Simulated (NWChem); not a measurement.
System: CH$_{4}$BeS; SMILES [BeH][S]C

Parts of the log:

```
             Northwest Computational Chemistry Package (NWChem) 7.3.0
             --------------------------------------------------------

 C1  symmetry detected

                             Geometry "geometry" -> ""
                             -------------------------

 Output coordinates in angstroms (scale by  1.889725989 to convert to a.u.)

  No.       Tag          Charge          X              Y              Z
 ---- ---------------- ---------- -------------- -------------- --------------
    1 Be                   4.0000    -0.67271306    -1.63417961     0.00024185
    2 H                    1.0000    -1.54255804    -2.64740472    -0.00025692
    3 S                   16.0000     0.58951339    -0.19930149    -0.00000270
    4 C                    6.0000    -0.51072033     1.26888479     0.00035531
    5 H                    1.0000    -1.20746921     1.26039744    -0.84824088
    6 H                    1.0000     0.14161108     2.14682292    -0.09694625
    7 H                    1.0000    -1.06862382     1.35241796     0.94238795

 Effective nuclear repulsion energy (a.u.)      77.0113042816

                                 NWChem DFT Module
                                 -----------------

 Summary of "ao basis" -> "ao basis" (spherical)
 ------------------------------------------------------------------------------
       Tag                 Description            Shells   Functions and Types
 ---------------- ------------------------------  ------  ---------------------
 Be                         def2-svp                 5        9   3s2p
 H                          def2-svp                 3        5   2s1p
 S                          def2-svp                 8       18   4s3p1d
 C                          def2-svp                 6       14   3s2p1d

            General Information
            -------------------
          SCF calculation type: DFT
          Wavefunction type:  closed shell.
          No. of atoms     :     7
          No. of electrons :    30
           Alpha electrons :    15
            Beta electrons :    15
          Charge           :     0
          Spin multiplicity:     1
          Use of symmetry is: off; symmetry adaption is: off
          Maximum number of iterations: 150
          AO basis - number of functions:    61
                     number of shells:    31
          Convergence on energy requested:  1.00D-06
          Convergence on density requested:  1.00D-05
          Convergence on gradient requested:  5.00D-04

              XC Information
              --------------
                         PBE0 Method XC Functional
                     Hartree-Fock (Exact) Exchange  0.250
          PerdewBurkeErnzerhof Exchange Functional  0.750
            Perdew 1991 LDA Correlation Functional  1.000 local
           PerdewBurkeErnz. Correlation Functional  1.000 non-local

             Grid Information
             ----------------
          Grid used for XC integration:  medium
          Radial quadrature: Mura-Knowles
          Angular quadrature: Lebedev.
          Tag              B.-S. Rad. Rad. Pts. Rad. Cut. Ang. Pts.
          ---              ---------- --------- --------- ---------
          Be                  1.05       49          11.0       434
          H                   0.35       45          12.0       434
          S                   1.00       88          10.0       590
          C                   0.70       49          11.0       434
          Grid pruning is: on
          Number of quadrature shells:   366
          Spatial weights used:  Erf1

      Superposition of Atomic Density Guess
      -------------------------------------

 Sum of atomic energies:        -451.52297188

      Non-variational initial energy
      ------------------------------

 Total energy =    -452.605564
 1-e energy   =    -773.336891
 2-e energy   =     243.720023
 HOMO         =      -0.301321
 LUMO         =       0.014639

   convergence    iter        energy       DeltaE   RMS-Dens  Diis-err
 ---------------- ----- ----------------- --------- --------- ---------
 d= 0,ls=0.0,diis     1   -453.0429690225 -5.30D+02  1.12D-02  1.95D-01
 d= 0,ls=0.0,diis     2   -453.0597421284 -1.68D-02  5.99D-03  9.42D-02
 d= 0,ls=0.0,diis     3   -453.0727096518 -1.30D-02  1.65D-03  1.58D-02
 d= 0,ls=0.0,diis     4   -453.0750235277 -2.31D-03  3.29D-04  2.84D-04
 d= 0,ls=0.0,diis     5   -453.0750705532 -4.70D-05  9.32D-05  3.30D-05
  Resetting Diis
 d= 0,ls=0.0,diis     6   -453.0750755970 -5.04D-06  1.99D-05  1.95D-06
 d= 0,ls=0.0,diis     7   -453.0750758785 -2.82D-07  7.42D-06  4.96D-08

         Total DFT energy =     -453.075075878488
      One electron energy =     -775.746638927249
           Coulomb energy =      280.887855685819
    Exchange-Corr. energy =      -35.227596918661
 Nuclear repulsion energy =       77.011304281604

 Numeric. integr. density =       29.999999365206

                       DFT Final Molecular Orbital Analysis
                       ------------------------------------

 Vector   13  Occ=2.000000D+00  E=-3.416976D-01
              MO Center= -1.2D+00, -2.1D+00, -1.2D-03, r^2= 2.2D+00
   Bfn.  Coefficient  Atom+Function         Bfn.  Coefficient  Atom+Function
  ----- ------------  ---------------      ----- ------------  ---------------
    10      0.391547  2 H  s                  2      0.356958  1 Be s
     1     -0.176772  1 Be s                 25     -0.171004  3 S  px
     4      0.163490  1 Be px                 5      0.159747  1 Be py
    11      0.155521  2 H  s                 17     -0.131004  3 S  s
    22     -0.109600  3 S  px                36      0.094805  4 C  px

 Vector   14  Occ=2.000000D+00  E=-3.060636D-01
              MO Center=  2.8D-01, -3.3D-01, -8.0D-03, r^2= 2.9D+00
   Bfn.  Coefficient  Atom+Function         Bfn.  Coefficient  Atom+Function
  ----- ------------  ---------------      ----- ------------  ---------------
    25      0.422234  3 S  px                22      0.349326  3 S  px
     5      0.254597  1 Be py                18      0.222790  3 S  s
    19      0.200160  3 S  px                 4      0.166806  1 Be px
    26      0.158213  3 S  py                17      0.154602  3 S  s
    36     -0.155292  4 C  px                10      0.149602  2 H  s

 Vector   15  Occ=2.000000D+00  E=-2.611640D-01
              MO Center=  3.6D-01, -2.3D-01,  6.3D-03, r^2= 2.1D+00
   Bfn.  Coefficient  Atom+Function         Bfn.  Coefficient  Atom+Function
  ----- ------------  ---------------      ----- ------------  ---------------
    27      0.612192  3 S  pz                24      0.416499  3 S  pz
    21      0.239505  3 S  pz                 6     -0.154531  1 Be pz
    57     -0.131749  7 H  s                 47      0.118035  5 H  s
    38     -0.117133  4 C  pz                58     -0.083242  7 H  s
     9      0.082735  1 Be pz                48      0.075234  5 H  s

 Vector   16  Occ=0.000000D+00  E=-3.814282D-02
              MO Center= -5.6D-01, -1.2D+00, -2.4D-03, r^2= 4.3D+00
   Bfn.  Coefficient  Atom+Function         Bfn.  Coefficient  Atom+Function
  ----- ------------  ---------------      ----- ------------  ---------------
    35      0.651719  4 C  s                  7      0.411332  1 Be px
     8     -0.359210  1 Be py                 4     -0.348163  1 Be px
     5      0.327782  1 Be py                18     -0.316055  3 S  s
    53     -0.280366  6 H  s                 26     -0.216745  3 S  py
    34      0.169875  4 C  s                 39      0.170498  4 C  px

 Vector   17  Occ=0.000000D+00  E=-9.145001D-03
              MO Center= -6.4D-01, -1.5D+00, -9.2D-03, r^2= 4.1D+00
   Bfn.  Coefficient  Atom+Function         Bfn.  Coefficient  Atom+Function
  ----- ------------  ---------------      ----- ------------  ---------------
     9      0.628197  1 Be pz                 6     -0.495462  1 Be pz
    27     -0.370005  3 S  pz                48     -0.191784  5 H  s
    41     -0.174773  4 C  pz                58      0.172366  7 H  s
    24     -0.166348  3 S  pz                21     -0.095566  3 S  pz
    29     -0.058328  3 S  d -1              47     -0.049244  5 H  s

 Vector   18  Occ=0.000000D+00  E= 2.882576D-02
              MO Center= -4.9D-01, -1.0D+00,  1.2D-02, r^2= 6.5D+00
   Bfn.  Coefficient  Atom+Function         Bfn.  Coefficient  Atom+Function
  ----- ------------  ---------------      ----- ------------  ---------------
     3      1.456350  1 Be s                 18     -0.793351  3 S  s
    35     -0.521975  4 C  s                 11     -0.486923  2 H  s
     8      0.297001  1 Be py                25      0.294267  3 S  px
    48      0.242231  5 H  s                 58      0.234217  7 H  s
    39      0.228443  4 C  px                17     -0.219663  3 S  s

     Multipole analysis of the density
     ---------------------------------

     L   x y z        total         alpha         beta         nuclear
     -   - - -        -----         -----         ----         -------
     0   0 0 0     -0.000000    -15.000000    -15.000000     30.000000

     1   1 0 0     -0.380119     -0.190060     -0.190060      0.000000
     1   0 1 0      0.514043      0.257022      0.257022      0.000000
     1   0 0 1     -0.000971     -0.000486     -0.000486     -0.000000

     2   2 0 0    -21.158314    -35.460686    -35.460686     49.763057
     2   1 1 0     -2.179984     -1.179058     -1.179058      0.178132
     2   1 0 1      0.000951     -0.003219     -0.003219      0.007389
     2   0 2 0    -19.883019    -74.244517    -74.244517    128.606015
     2   0 1 1     -0.010292     -0.003482     -0.003482     -0.003327
     2   0 0 2    -20.184042    -12.979239    -12.979239      5.774437

                                 NWChem DFT Module
                                 -----------------

            General Information
            -------------------
          SCF calculation type: DFT
          Wavefunction type:  spin polarized.
          No. of atoms     :     7
          No. of electrons :    29
           Alpha electrons :    15
            Beta electrons :    14
          Charge           :     1
          Spin multiplicity:     2
          Use of symmetry is: off; symmetry adaption is: off
          Maximum number of iterations: 150
          AO basis - number of functions:    61
                     number of shells:    31
          Convergence on energy requested:  1.00D-06
          Convergence on density requested:  1.00D-05
          Convergence on gradient requested:  5.00D-04

              XC Information
              --------------
                         PBE0 Method XC Functional
                     Hartree-Fock (Exact) Exchange  0.250
          PerdewBurkeErnzerhof Exchange Functional  0.750
            Perdew 1991 LDA Correlation Functional  1.000 local
           PerdewBurkeErnz. Correlation Functional  1.000 non-local

             Grid Information
             ----------------
          Grid used for XC integration:  medium
          Radial quadrature: Mura-Knowles
          Angular quadrature: Lebedev.
          Tag              B.-S. Rad. Rad. Pts. Rad. Cut. Ang. Pts.
          ---              ---------- --------- --------- ---------
          Be                  1.05       49          11.0       434
          H                   0.35       45          12.0       434
          S                   1.00       88          10.0       590
          C                   0.70       49          11.0       434
          Grid pruning is: on
          Number of quadrature shells:   366
          Spatial weights used:  Erf1

      Superposition of Atomic Density Guess
      -------------------------------------

 Sum of atomic energies:        -451.52297188

 Renormalizing density from      30.00 to     29

      Non-variational initial energy
      ------------------------------

 Total energy =    -442.804869
 1-e energy   =    -747.558995
 2-e energy   =     227.742821
 HOMO         =      -0.643137
 LUMO         =      -0.293055

   convergence    iter        energy       DeltaE   RMS-Dens  Diis-err
 ---------------- ----- ----------------- --------- --------- ---------
 d= 0,ls=0.0,diis     1   -452.4555255393 -5.29D+02  2.14D-02  3.82D-01
                                                     2.29D-02  3.53D-01
 d= 0,ls=0.0,diis     2   -451.9780838989  4.77D-01  1.64D-02  1.04D+00
                                                     1.43D-02  7.49D-01
 d= 0,ls=0.0,diis     3   -452.7099813750 -7.32D-01  2.84D-03  1.92D-02
                                                     2.30D-03  9.55D-03
 d= 0,ls=0.0,diis     4   -452.7227991544 -1.28D-02  8.56D-04  2.62D-03
                                                     8.36D-04  2.07D-03
 d= 0,ls=0.0,diis     5   -452.7246398760 -1.84D-03  2.33D-04  2.31D-04
                                                     2.56D-04  2.06D-04
  Resetting Diis
 d= 0,ls=0.0,diis     6   -452.7247706980 -1.31D-04  1.62D-04  1.02D-04
                                                     1.22D-04  6.53D-05
 d= 0,ls=0.0,diis     7   -452.7248270408 -5.63D-05  5.59D-05  4.06D-06
                                                     7.32D-05  4.61D-06
 d= 0,ls=0.0,diis     8   -452.7248294875 -2.45D-06  3.11D-05  5.88D-06
                                                     3.00D-05  4.56D-06
 d= 0,ls=0.0,diis     9   -452.7248329485 -3.46D-06  1.09D-05  1.50D-07
                                                     2.47D-05  3.05D-07
 d= 0,ls=0.0,diis    10   -452.7248336140 -6.66D-07  9.48D-06  6.35D-08
                                                     2.64D-05  6.42D-08
 d= 0,ls=0.0,diis    11   -452.7248339860 -3.72D-07  2.57D-06  8.36D-09
                                                     1.12D-05  1.18D-08
 d= 0,ls=0.0,diis    12   -452.7248340658 -7.98D-08  2.39D-06  3.13D-09
                                                     1.27D-05  4.05D-09
 d= 0,ls=0.0,diis    13   -452.7248341076 -4.18D-08  7.22D-07  4.79D-10
                                                     2.97D-06  5.08D-10

         Total DFT energy =     -452.724834107596
      One electron energy =     -767.345952519749
           Coulomb energy =      272.543521223102
    Exchange-Corr. energy =      -34.933707092553
 Nuclear repulsion energy =       77.011304281604

 Numeric. integr. density =       28.999999618949

                    DFT Final Alpha Molecular Orbital Analysis
                    ------------------------------------------

 Vector   13  Occ=1.000000D+00  E=-5.937530D-01
              MO Center=  2.5D-01,  2.4D-01, -2.1D-02, r^2= 2.5D+00
   Bfn.  Coefficient  Atom+Function         Bfn.  Coefficient  Atom+Function
  ----- ------------  ---------------      ----- ------------  ---------------
    25      0.404796  3 S  px                22      0.359036  3 S  px
    36     -0.255448  4 C  px                 2     -0.244326  1 Be s
    52     -0.212948  6 H  s                 17      0.197406  3 S  s
    19      0.196974  3 S  px                47      0.148939  5 H  s
     5      0.132316  1 Be py                23      0.130967  3 S  py

 Vector   14  Occ=1.000000D+00  E=-5.889532D-01
              MO Center=  2.0D-01,  1.1D-01,  1.9D-02, r^2= 2.2D+00
   Bfn.  Coefficient  Atom+Function         Bfn.  Coefficient  Atom+Function
  ----- ------------  ---------------      ----- ------------  ---------------
    27      0.558204  3 S  pz                24      0.451079  3 S  pz
    21      0.243625  3 S  pz                38     -0.231937  4 C  pz
    57     -0.198451  7 H  s                 47      0.174604  5 H  s
    41     -0.131799  4 C  pz                 6     -0.090733  1 Be pz
    58     -0.053746  7 H  s                 48      0.046119  5 H  s

[...]
```

Level: PBE0/def2-SVP, vertical spin-unrestricted ions. Structure relaxed at the PBE0/def2-SVP level.

Write an input that gives this output.

This is not unique; one that fits is the input that was run:
```
start job
memory heap 200 mb stack 900 mb global 1100 mb
geometry units angstroms noautoz
  Be    -0.409142    -1.638353    -0.003373
  H     -1.221197    -2.698457    -0.002006
  S      0.771194    -0.135393    -0.006378
  C     -0.409097     1.269225     0.000460
  H     -1.107653     1.223025    -0.845431
  H      0.192931     2.182261    -0.098063
  H     -0.967045     1.320346     0.944780
end
basis spherical
  * library def2-svp
end
dft
  xc pbe0
  iterations 150
  vectors input atomic output neutral.movecs
end
task dft energy
charge 1
dft
  odft
  mult 2
  vectors input atomic output cation.movecs
end
task dft energy
```
